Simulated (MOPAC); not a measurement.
Input file for MOPAC: PM3 on CH7ClSi (a complex), monomers drawn apart or pushed together.

```
PM3 1SCF PRECISE CHARGE=0 THREADS=1
CH7ClSi

C      0.19900332 1     0.13941699 1     0.07197742 1
H      0.34348482 1     0.56293121 1    -0.92090744 1
H      0.34083633 1     0.91552429 1     0.82239711 1
H     -0.81051269 1    -0.26232780 1     0.14999723 1
H      0.92211117 1    -0.65928477 1     0.23290106 1
Si    -0.26111663 1    -0.86087393 1     5.23994364 1
Cl     0.18035289 1     1.14521457 1     5.47329792 1
H      0.87076407 1    -1.51422939 1     4.55627265 1
H     -1.49200338 1    -0.98071584 1     4.43632224 1
H     -0.46140965 1    -1.44679317 1     6.57988376 1
```

Program output:

```
*******************************************************************************
 **                                                                           **
 **                              MOPAC v23.2.5                                **
 **                                                                           **
 *******************************************************************************
 ** MOPAC's Digital Object Identifier: https://doi.org/10.5281/zenodo.6511958 **
 **                                                                           **
 ** Please cite the open-source release paper for use of this MOPAC version:  **
 ** J. E. Moussa and J. J. P. Stewart (2026)                                  **
 ** MOPAC: An open-source semiempirical molecular orbital program             **
 ** J. Open Source Softw., 11(119), 8025, https://doi.org/10.21105/joss.08025 **
 *******************************************************************************

                              PM3 CALCULATION RESULTS

 *******************************************************************************
 *  PM3        - The PM3 Hamiltonian to be used
 *
 *
 *
 *                 CHARGE ON SYSTEM = 0
 *
 *
 *
 *  PRECISE    - TIGHTER CRITERIA TO BE USED
 *  1SCF       - DO 1 SCF AND THEN STOP
 *  THREADS=1  - MULTI-THREADING NOT USED
 *  T=         - A TIME OF 172800.0 SECONDS REQUESTED
 *  DUMP=N     - RESTART FILE WRITTEN EVERY 7200.0 SECONDS REQUESTED
 *******************************************************************************
PM3 1SCF PRECISE CHARGE=0 THREADS=1
 CH7ClSi

   ATOM   CHEMICAL          X               Y               Z
  NUMBER   SYMBOL      (ANGSTROMS)     (ANGSTROMS)     (ANGSTROMS)

     1       C          0.19900332  *   0.13941699  *   0.07197742  *
     2       H          0.34348482  *   0.56293121  *  -0.92090744  *
     3       H          0.34083633  *   0.91552429  *   0.82239711  *
     4       H         -0.81051269  *  -0.26232780  *   0.14999723  *
     5       H          0.92211117  *  -0.65928477  *   0.23290106  *
     6      Si         -0.26111663  *  -0.86087393  *   5.23994364  *
     7      Cl          0.18035289  *   1.14521457  *   5.47329792  *
     8       H          0.87076407  *  -1.51422939  *   4.55627265  *
     9       H         -1.49200338  *  -0.98071584  *   4.43632224  *
    10       H         -0.46140965  *  -1.44679317  *   6.57988376  *



          CARTESIAN COORDINATES

    NO.       ATOM           X           Y           Z

     1         C          0.1990      0.1394      0.0720
     2         H          0.3435      0.5629     -0.9209
     3         H          0.3408      0.9155      0.8224
     4         H         -0.8105     -0.2623      0.1500
     5         H          0.9221     -0.6593      0.2329
     6        Si         -0.2611     -0.8609      5.2399
     7        Cl          0.1804      1.1452      5.4733
     8         H          0.8708     -1.5142      4.5563
     9         H         -1.4920     -0.9807      4.4363
    10         H         -0.4614     -1.4468      6.5799

  H: (PM3): J. J. P. STEWART, J. COMP. CHEM. 10, 209 (1989).
  C: (PM3): J. J. P. STEWART, J. COMP. CHEM. 10, 209 (1989).
 Si: (PM3): J. J. P. STEWART, J. COMP. CHEM. 10, 209 (1989).
 Cl: (PM3): J. J. P. STEWART, J. COMP. CHEM. 10, 209 (1989).

           Empirical Formula: C H7 Si Cl  =    10 atoms



      MOLECULAR POINT GROUP   :   Cs


      RHF CALCULATION, NO. OF DOUBLY OCCUPIED LEVELS = 11


 -------------------------------------------------------------------------------
 PM3 1SCF PRECISE CHARGE=0 THREADS=1
 CH7ClSi



     1SCF WAS SPECIFIED, SO BFGS WAS NOT USED
     SCF FIELD WAS ACHIEVED


                              PM3 CALCULATION
                                                       MOPAC v23.2.5 Linux




          FINAL HEAT OF FORMATION =        -40.46122 KCAL/MOL =    -169.28974 KJ/MOL


          COSMO AREA              =        149.18 SQUARE ANGSTROMS
          COSMO VOLUME            =        131.08 CUBIC ANGSTROMS

          IONIZATION POTENTIAL    =         10.233644 EV
          HOMO LUMO ENERGIES (EV) =        -10.234 -0.240
          NO. OF FILLED LEVELS    =         11
          MOLECULAR WEIGHT        =         82.6048         POINT GROUP:  Cs

          MOLECULAR DIMENSIONS (Angstroms)

            Atom       Atom       Distance
            H    10    H     2     7.80697
           Cl     7    H     4     3.11090
            H     8    H     9     2.32108


          SCF CALCULATIONS        =          1





   ATOM   CHEMICAL          X               Y               Z
  NUMBER   SYMBOL      (ANGSTROMS)     (ANGSTROMS)     (ANGSTROMS)

     1       C          0.19900332  *   0.13941699  *   0.07197742  *
     2       H          0.34348482  *   0.56293121  *  -0.92090744  *
     3       H          0.34083633  *   0.91552429  *   0.82239711  *
     4       H         -0.81051269  *  -0.26232780  *   0.14999723  *
     5       H          0.92211117  *  -0.65928477  *   0.23290106  *
     6      Si         -0.26111663  *  -0.86087393  *   5.23994364  *
     7      Cl          0.18035289  *   1.14521457  *   5.47329792  *
     8       H          0.87076407  *  -1.51422939  *   4.55627265  *
     9       H         -1.49200338  *  -0.98071584  *   4.43632224  *
    10       H         -0.46140965  *  -1.44679317  *   6.57988376  *

                             CARTESIAN COORDINATES

   1    C        0.199003320     0.139416990     0.071977420
   2    H        0.343484820     0.562931210    -0.920907440
   3    H        0.340836330     0.915524290     0.822397110
   4    H       -0.810512690    -0.262327800     0.149997230
   5    H        0.922111170    -0.659284770     0.232901060
   6   Si       -0.261116630    -0.860873930     5.239943640
   7   Cl        0.180352890     1.145214570     5.473297920
   8    H        0.870764070    -1.514229390     4.556272650
   9    H       -1.492003380    -0.980715840     4.436322240
  10    H       -0.461409650    -1.446793170     6.579883760


           Empirical Formula: C H7 Si Cl  =    10 atoms



      MOLECULAR POINT GROUP   :   Cs


                  EIGENVALUES
 -54.93378 -29.80126 -16.43945 -13.60158 -13.59278 -13.58280 -12.75498 -12.74415
 -12.13807 -10.23751 -10.23364  -0.23986   0.94492   1.96796   1.97281   4.27377
   4.61768   4.61862   4.64662


              NET ATOMIC CHARGES AND DIPOLE CONTRIBUTIONS

  ATOM NO.   TYPE          CHARGE      No. of ELECS.   s-Pop       p-Pop
    1          C          -0.110433        4.1104     1.11190     2.99853
    2          H           0.026699        0.9733     0.97330
    3          H           0.030863        0.9691     0.96914
    4          H           0.026425        0.9736     0.97358
    5          H           0.026420        0.9736     0.97358
    6         Si           0.688142        3.3119     0.93094     2.38092
    7         Cl          -0.295827        7.2958     1.96984     5.32599
    8          H          -0.130621        1.1306     1.13062
    9          H          -0.130615        1.1306     1.13061
   10          H          -0.131052        1.1311     1.13105
 DIPOLE           X         Y         Z       TOTAL
 POINT-CHG.    -0.436    -1.980    -0.227     2.040
 HYBRID        -0.044    -0.200    -0.026     0.206
 SUM           -0.480    -2.180    -0.253     2.246


          ATOMIC ORBITAL ELECTRON POPULATIONS

     Atom    s        px        py        pz
    1  C   1.11190   0.99789   1.00029   1.00036
    2  H   0.97330
    3  H   0.96914
    4  H   0.97358
    5  H   0.97358
    6 Si   0.93094   0.85198   0.66977   0.85917
    7 Cl   1.96984   1.95305   1.39975   1.97319
    8  H   1.13062
    9  H   1.13061
   10  H   1.13105

 **********************
 *                    *
 * JOB ENDED NORMALLY *
 *                    *
 **********************




 == MOPAC DONE ==
```

The run finished.

Cost: around 0.020 core-seconds (rough).
